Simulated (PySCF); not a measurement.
C3H9NSi2, SMILES [SiH2]1C(C)=NC[SiH2]1. Atoms are numbered in the order given.

```xyz
15

C      2.6119    -0.5372     0.0116
C      1.1244    -0.3758    -0.0852
N      0.4435    -1.2478    -0.7166
C     -0.9943    -1.1555    -0.8509
Si    -1.8106     0.3802     0.0002
Si     0.2510     1.1395     0.7389
H      2.9282    -0.5913     1.0664
H      2.9284    -1.4505    -0.5117
H      3.1258     0.3335    -0.4280
H     -1.4338    -2.0888    -0.4576
H     -1.2372    -1.1685    -1.9278
H     -2.7716    -0.0114     1.0753
H     -2.5079     1.2676    -0.9792
H      0.4894     1.1545     2.2153
H      0.7564     2.4239     0.1631
```

Coordinates come from a PBE0-D3(BJ)/def2-SVP optimisation. The structure was generated by enumeration, and PubChem lists no compound with its InChIKey, so it may never have been made. Other conformers were not sampled.

All values below come from PBE/def2-TZVP run with PySCF.

Isolated molecule, no solvent.

Problem. Estimate the frontier levels, gap, dipole moment and polarisability. (Estimate from the structure and the level; the computed values follow.)

Solution. 
```
Item                                                                                                              Value
---------------------------------------------------------------------------------------------  ------------------------
highest occupied level                                                                                         -5.32 eV
lowest empty level                                                                                             -1.77 eV
orbital gap                                                                                                     3.55 eV
dipole moment                                                                                                    0.38 D
quadrupole, principal values (traceless, Buckingham form, about the centre of nuclear charge)     -6.16, 0.65, 5.50 D·Å
mean static polarisability                                                                       104.4 bohr³ (15.47 Å³)
polarisability, principal values                                                               77.4, 108.9, 126.8 bohr³
```
